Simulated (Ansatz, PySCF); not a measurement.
C₂H₅Se, SMILES CC[Se] (connectivity only; charge and spin as stated), charge -1, multiplicity 1.

Geometry optimised at B3LYP-D3(BJ)/def2-SVPD. The spin state was assumed, not searched. The isomer is the one that the SMILES or the coordinates give; other isomers of the formula were not compared.

Estimates of the vertical detachment energy (IE) of the anion in eV. Rows of orbital energies are one-electron estimates, which approximate functionals can put far too low.

| level | IE |
|---|---|
| −ε(HOMO), −ε(LUMO), B3LYP/def2-TZVPD (PySCF) | (withheld) |
| −ε(HOMO), −ε(LUMO), PBE/def2-TZVPD (PySCF) | -0.91 |
| ΔSCF, PBE0/def2-SVPD (Ansatz), final states of multiplicity 2 | 1.92 |
| ΔSCF, PBE/def2-SVPD (Ansatz), final states of multiplicity 2 | 1.97 |

**Question.** Some entries are withheld; supply them. (The exact figures need the calculation; the answer reports its results.)

**Answer.** 
- −ε(HOMO), −ε(LUMO), B3LYP/def2-TZVPD (PySCF), IE: -0.15

**Question.** What vertical singlet–triplet gap does ΔSCF give with PBE0/def2-SVPD (Ansatz, a first-principles code) and with PBE/def2-SVPD (Ansatz)? (Estimate from the structure and the level; the computed values follow.)

**Answer.** 3.17 and 3.07 eV (triplet above singlet where positive).
